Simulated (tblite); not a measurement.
A tight-binding relaxation on `C[NH][Ge@H]([Cl])[GeH2][GeH3]`.

Computed with GFN2-xTB geometry optimisation, gas phase (tblite 0.8.0). Start geometry: from a force field or distance geometry. The command runs a driver script over a list of jobs; the input below is this job's line of settings and its coordinates in Å.

Command:
```bash
OMP_NUM_THREADS=1 python probes_run.py task.json out
```

Input:
```
{"job": {"kind": "relax", "xc": "GFN2-xTB", "basis": "xTB"}, "charge": 0, "multiplicity": 1}
C     -2.090800    -0.840200     0.491400
N     -1.629500    -0.188300    -0.737600
Ge    -0.648400     1.339300    -0.266900
Cl    -0.099900     2.405100    -2.084700
Ge     1.324800     0.720500     0.922400
Ge     2.473000    -0.954100    -0.346700
H     -1.238300    -1.178700     1.100700
H     -2.726800    -0.138700     1.092100
H     -2.702200    -1.730300     0.225700
H     -2.467000     0.127200    -1.259700
H     -1.531400     2.265700     0.616700
H      2.232400     1.960700     1.095500
H      0.933500     0.149600     2.311700
H      2.858000    -0.380500    -1.736700
H      3.759400    -1.369300     0.414100
H      1.545500    -2.179000    -0.514200
```

Output:
```
step      E/eV     max force
  0    -558.97436    0.808
  1    -559.04721    0.634
  2    -559.14090    0.646
  3    -559.17207    0.537
  4    -559.20409    0.465
  5    -559.21778    0.276
  6    -559.23056    0.237
  7    -559.24045    0.336
  8    -559.25284    0.391
  9    -559.26395    0.286
... (117 lines left out)
127    -559.35205    0.012
128    -559.35207    0.011
129    -559.35210    0.010
130    -559.35213    0.013
131    -559.35215    0.016
132    -559.35218    0.015
133    -559.35220    0.013
134    -559.35223    0.012
135    -559.35224    0.012
136    -559.35226    0.009
```

«max force» is the largest atomic force in eV/Å.

Task: From which step on does the largest force stay under 0.1 eV/Å, and how much energy is left to gain from there?

Result: From step 47 (0.070 eV/Å), 11.2 meV above the end.

Main results: energy lowered by 8.7 kcal/mol over 136 steps; largest atomic force 0.009 eV/Å at the end.

Task: Where do the atoms end?

Result: 0.390 Å rms from the input after alignment:
```
atom  x, y, z in Å
C1    -1.9563   -0.9620    0.3401
N2    -1.8105    0.1658   -0.5609
Ge3   -0.7346    1.5987   -0.1912
Cl4   -0.5155    2.5179   -2.0667
Ge5    1.3023    0.7710    0.7919
Ge6    2.4042   -1.0928   -0.1995
H7    -0.9870   -1.1662    0.8035
H8    -2.6859   -0.7909    1.1391
H9    -2.2585   -1.8482   -0.2222
H10   -2.6807    0.3680   -1.0346
H11   -1.4366    2.6774    0.6775
H12    2.2775    1.9236    0.8954
H13    1.0265    0.4943    2.2582
H14    2.8831   -0.8182   -1.5909
H15    3.6184   -1.5104    0.5796
H16    1.5459   -2.3191   -0.2954
```

The run took 3.3 s wall on one thread of an AMD EPYC, no GPU, shared host with 64 logical CPUs at a one-minute load of 11.
Labels such as C1 count atoms from 1, the log's own numbers from 0.
